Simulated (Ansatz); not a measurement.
A nudged elastic band was laid between two geometries of BFH4N2 + ClH (10 atoms, charge 0, multiplicity 1).

Level of theory: Ansatz, RKS PBE-D4/def2-SVP.

* movable images: 7
* climbing image: yes
* spring: 5.0 eV/Å²
* optimiser: quadratic models (default)
* start path: through a guess of the saddle point
* force threshold: 0.03 eV/Å
* iteration limit: 60
* end points: relaxed

Image 0:

```xyz
10
Properties=species:S:1:pos:R:3
B -0.017 -0.187 -0.258
F -0.033 -0.400 1.110
N 1.253 -0.080 -0.872
H 2.110 -0.121 -0.325
H 1.396 0.120 -1.858
N -1.271 -0.113 -0.908
H -2.142 -0.146 -0.381
H -1.390 0.099 -1.895
Cl -0.195 2.610 1.902
H -0.123 1.309 1.776
```

Image 8:

```xyz
10
Properties=species:S:1:pos:R:3
B -0.040 0.643 -0.557
F -0.079 -0.204 2.297
N 1.237 0.151 -0.897
H 1.382 -0.738 -1.372
H 2.089 0.577 -0.540
N -1.282 0.102 -0.948
H -1.374 -0.792 -1.426
H -2.163 0.496 -0.627
Cl -0.091 2.185 0.428
H -0.090 0.670 1.934
```

Problem. Which bonds break or form, and what moves?

Solution. Bonds broken: B1–F2, Cl9–H10. Bonds formed: B1–Cl9, F2–H10. BFH4N2 + ClH becomes BClH4N2 + FH.

Problem. Give the energies along the band, and the barrier.

Solution. It converged. The highest image is number 5 of 0 to 8, 1.32 eV above the first end and 0.84 eV above the last; the last end lies 0.48 eV above the first. The profile has 3 maxima (images 2, 5, 7) with wells between them (images 3, 6): this band takes more than one step, which may be the mechanism or a detour left from its start path. A structure lower than the first end lies on the path between it and the top, so the climb from that side starts below the end, which may itself be a saddle point or a shallow side well. Neighbouring images differ by up to 1.3 eV, so the band resolves the path poorly. A vibrational analysis at the climbing image gives one clearly imaginary mode, 464i cm⁻¹: a first-order saddle point. The orbitals stay closed-shell, which can raise the energy where a bond breaks towards radicals; this wasn't checked here.

| image | path coordinate (Å) | energy (eV) | B1–F2 (Å) | Cl9–H10 (Å) | B1–Cl9 (Å) |
| --- | --- | --- | --- | --- | --- |
| 0 | 0.00 | 0.00 | 1.38 | 1.31 | 3.54 |
| 1 | 1.78 | -0.02 | 1.38 | 1.31 | 3.62 |
| 2 | 3.55 | 0.38 | 1.39 | 1.31 | 3.58 |
| 3 | 5.33 | -0.01 | 1.38 | 1.31 | 3.73 |
| 4 | 7.10 | 0.00 | 1.38 | 1.31 | 3.50 |
| 5 | 8.88 | 1.32 | 1.72 | 1.62 | 2.21 |
| 6 | 10.81 | 0.49 | 3.07 | 2.11 | 1.83 |
| 7 | 12.74 | 0.79 | 3.03 | 2.21 | 1.85 |
| 8 | 14.67 | 0.48 | 2.98 | 2.14 | 1.83 |

Problem. What is the geometry of the highest image?

Solution. 
```xyz
10
Properties=species:S:1:pos:R:3:forces:R:3
B -0.042 0.275 -0.207 0.00 0.00 0.00
F -0.097 -0.248 1.427 0.00 0.00 0.00
N 1.218 0.209 -0.846 0.00 0.00 0.00
H 1.480 -0.634 -1.357 0.00 0.00 0.00
H 2.005 0.773 -0.534 0.00 0.00 0.00
N -1.273 -0.174 -0.748 0.00 0.00 0.00
H -2.090 -0.293 -0.152 0.00 0.00 0.00
H -1.512 0.100 -1.700 0.00 0.00 0.00
Cl -0.033 2.242 0.798 0.00 0.00 0.00
H -0.067 0.839 1.611 0.00 0.00 0.00
```

Run time: 6.1 min on 2 threads of Arm Neoverse V1, on a shared host, peak memory 0.14 GiB.
